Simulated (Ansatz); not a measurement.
Basis-set series for H$_{7}$InO$_{2}$Si$_{2}$, SMILES `[SiH3][O][InH][O][SiH3]`. Charge 0, multiplicity 1. In: def2 effective core potential. The structure was optimised at the PBE0-D4/def2-TZVP level. It is one conformer, not always the lowest.

```
functional       basis  functions  energy (Eh)  HOMO (eV)  LUMO (eV)
   PBE0-D4  def2-TZVPP        294   -923.55448      -8.17      -1.54
   PBE0-D4  def2-QZVPP        546   -923.58661      -8.19      -1.57
   ωB97M-V  def2-TZVPP        294   -923.81198     -10.45      -0.14
   ωB97M-V  def2-QZVPP        546   -923.84162     -10.47      -0.19
```

Task: Give the rows for def2-SVP. (An estimate is asked.)

Result: The calculation gave: 
| functional | basis | functions | energy (Eh) | HOMO (eV) | LUMO (eV) |
| --- | --- | --- | --- | --- | --- |
| PBE0-D4 | def2-SVP | 125 | -923.13899 | -8.07 | -1.46 |
| ωB97M-V | def2-SVP | 125 | -923.38968 | -10.31 | 0.10 |

Results of the Gaussian-basis code of Ansatz.
